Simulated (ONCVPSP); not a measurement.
## Before and after: ONCV potential for Ru (Z = 44)

| Item | Value |
| --- | --- |
| Element | Ru |
| Generator | ONCVPSP 4.0.1 |
| Type | optimised norm-conserving Vanderbilt (ONCV) |
| Functional | LDA (Perdew-Wang 92) |
| Relativity | scalar-relativistic |
| Frozen core | [Ar] 3d10 |
| Valence charge | 16 |
| Reference configuration | 4s2 4p6 4d7 5s1 |
| Partial waves | 4s+5s: rc 1.75 bohr, ncon 3, nbas 7, qcut 7.1 1/bohr, 2 projectors; 4p: rc 1.20 bohr, ncon 4, nbas 8, qcut 6.7 1/bohr, 3 projectors, debl 3.2 Ha; 4d: rc 2.35 bohr, ncon 4, nbas 9, qcut 5.6 1/bohr, 1 projector |
| Local potential | polynomial inside 0.90 bohr (lpopt 5, dvloc0 2 Ha) |
| Core correction | Teter function, fcfact 3, rcfact 1.35 |

Change: p: qcut 10.3.

Cutoffs: the cutoffs (Ha) at which the residual kinetic energy of the hardest occupied pseudo-wave falls to 1 and 0.1 mHa per electron; they do not see the model core or the augmentation charge, which bear on the density cutoff. Errors are all-electron minus pseudo energies relative to the spin-unpolarised reference configuration.

Problem. What does the change do?

Solution. The potential gets softer (79 Ha and 140 Ha → 39 Ha and 46 Ha); the errors of the 4 common tests hardly move; neither file shows a bound ghost.

```tsv
quantity	base	changed
cutoff, loose	79 Ha	39 Ha
cutoff, tight	140 Ha	46 Ha
loose cutoff by channel	s 16 Ha, p 79 Ha, d 13 Ha	s 16 Ha, p 39 Ha, d 13 Ha
bound ghosts	none	none
GHOST(+) flags under 300 eV	s at 71.3 eV	s at 71.3 eV
error for 4s2 4p6 4d7 5s0, meV [ΔE 7.61 eV]	+0.8	+0.9
error for 4s2 4p6 4d6 5s0, meV [ΔE 26.04 eV]	-11	-11
error for 4s2 4p6 4d5 5s0, meV [ΔE 56.89 eV]	+47	+46
error for 4s2 4p6 4d7.5 5s0.5, meV [ΔE -0.28 eV]	+1.7	+1.7
s: phases at 1.77 bohr within 0.05 rad from the reference energy up to (Ha; the scan ends near 5)	2.3	2.3
p: phases at 1.22 bohr within 0.05 rad from the reference energy up to (Ha; the scan ends near 5)	to the end of the scan	to the end of the scan
d: phases at 2.39 bohr within 0.05 rad from the reference energy up to (Ha; the scan ends near 5)	0.7	0.7
rms error of d²Exc/dni dnj with the model core, mHa	1.23	1.26
```
